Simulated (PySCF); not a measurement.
Distorted geometries of [ReO3F]−

[ReO3F]− (doublet). PySCF 2.14.0, UKS PBE, Re def2-SVP with ECP60, O def2-SVP, F def2-SVP; non-relativistic Hamiltonian with scalar-relativistic core potentials where named; density fitting; no spin-orbit coupling. Relaxed geometry:

```xyz
5

Re    0.0418    0.0618    0.0943
O     1.1780    0.7596    1.2222
O    -1.1838   -0.7493    1.0558
O     0.9928   -0.7919   -1.1104
F    -1.2372    0.7694   -1.2044
```

Order these distorted geometries by energy above the relaxed one, lowest first.
A.
```xyz
5

Re    0.0063    0.1917    0.1040
O     1.0522    0.6351    1.1694
O    -1.1330   -0.8949    1.0219
O     1.0747   -0.6607   -1.0402
F    -1.2086    0.7783   -1.1976
```
B.
```xyz
5

Re    0.0364    0.0867    0.1132
O     1.1784    0.7655    1.2016
O    -1.1724   -0.7488    1.0793
O     0.9549   -0.8157   -1.1250
F    -1.2055    0.7617   -1.2116
```
C.
```xyz
5

Re    0.0343    0.0528    0.1089
O     1.2028    0.8002    1.2362
O    -1.2862   -0.7645    1.0421
O     1.0680   -0.7726   -1.1022
F    -1.2272    0.7337   -1.2274
```

B (0.05 eV), C (0.16 eV), A (1.50 eV).

Which forces (eV/Å) act in the one that lies 0.16 eV up?


```
Re   0.52 -0.84  0.60
O   -1.44 -0.75 -0.95
O    1.80  0.95 -0.93
O   -1.12  0.66  1.11
F    0.25 -0.03  0.17
```
Forces carry noise of the integration grid, about 0.01 to 0.03 eV/Å.

Open shells may have lower solutions than the one found.
